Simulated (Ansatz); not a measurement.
Mulliken charges of FGeI3 (`[F][Ge]([I])([I])[I]`) from B3LYP/def2-TZVPP in Ansatz (PBE0-D4/def2-TZVP geometry).

| atom | x (Å) | y (Å) | z (Å) | charge (e) |
| --- | --- | --- | --- | --- |
| F1 | -0.359 | -0.045 | 1.757 | -0.348 |
| Ge2 | -0.006 | -0.016 | 0.067 | 0.789 |
| I3 | 1.889 | -1.587 | -0.283 | -0.147 |
| I4 | -2.073 | -0.757 | -1.097 | -0.147 |
| I5 | 0.599 | 2.331 | -0.486 | -0.147 |

By hand: the dipole of these point charges (1 e Å = 4.8032 D).

Σ q r = (0.059, 0.005, -0.284) e Å, of length 0.290 e Å = 1.39 D.

How does the dipole of the full density compare? (An estimate is asked.)

The calculation gave: (0.065, 0.005, -0.310) e Å, 1.52 D; the point charges give 0.91 times that, at 0° from its direction.

Point charges leave out the atoms' own dipoles, such as those of lone pairs, and Mulliken's split depends on the basis, so the close match here is no proof of good charges.

B3LYP here is the variant with VWN-RPA as its local correlation; programs differ in this.
